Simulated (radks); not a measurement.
Results of a calculation; reference values are marked as such.
Species: Tm IV. Configuration: [Xe] 4f12 (the NIST ground configuration).

Level of theory: Dirac Kohn-Sham, BLYP, spin-unpolarised, spherical densities, point nucleus; open shells are shared between the two j in proportion to 2j + 1 (a radial shooting solver on a logarithmic mesh with Libxc functionals).

Energy parts (eV):
| part | energy |
|---|---|
| total | -369568.69 |
| kinetic | 409341.49 |
| electron-nucleus | -913982.48 |
| Hartree | 142874.92 |
| exchange-correlation | -7802.63 |

Orbitals (lengths in bohr, moments of r in powers of bohr):
\begin{tabular}{lrrrr}
orbital & occ. & eigenvalue (eV) & <r^4> & <1/r> \\ \hline
1s1/2 & 2 & -59258.80 & 8.075e-07 & 79.12 \\
2s1/2 & 2 & -10019.77 & 0.0001243 & 19.06 \\
2p1/2 & 2 & -9551.531 & 0.00007587 & 19.03 \\
2p3/2 & 4 & -8570.983 & 0.0001046 & 16.42 \\
3s1/2 & 2 & -2278.003 & 0.004693 & 6.980 \\
3p1/2 & 2 & -2072.106 & 0.004200 & 6.895 \\
3p3/2 & 4 & -1865.094 & 0.005336 & 6.227 \\
3d3/2 & 4 & -1513.995 & 0.003727 & 6.114 \\
3d5/2 & 6 & -1468.759 & 0.004012 & 5.952 \\
4s1/2 & 2 & -475.5463 & 0.1138 & 2.923 \\
4p1/2 & 2 & -392.7596 & 0.1272 & 2.814 \\
4p3/2 & 4 & -345.8776 & 0.1621 & 2.582 \\
4d3/2 & 4 & -209.6951 & 0.2223 & 2.362 \\
4d5/2 & 6 & -201.1461 & 0.2406 & 2.305 \\
4f5/2 & 5.14286 & -36.2256 & 1.418 & 1.764 \\
4f7/2 & 6.85714 & -34.9514 & 1.551 & 1.737 \\
5s1/2 & 2 & -83.5590 & 3.986 & 1.107 \\
5p1/2 & 2 & -60.5074 & 6.476 & 0.9812 \\
5p3/2 & 4 & -54.2466 & 8.609 & 0.9022 \\
5d3/2 & 0 & -25.3914 & 40.72 & 0.6170 \\
5d5/2 & 0 & -24.8606 & 44.03 & 0.6025 \\
6s1/2 & 0 & -24.3495 & 129.3 & 0.4348 \\
\end{tabular}

The highest occupied level is 4f7/2 at -34.951 eV. Summed over all electrons, <r^2> = 32.90 bohr^2, which gives a Langevin (diamagnetic) susceptibility term of -26.1 x 10^-6 cm^3/mol.
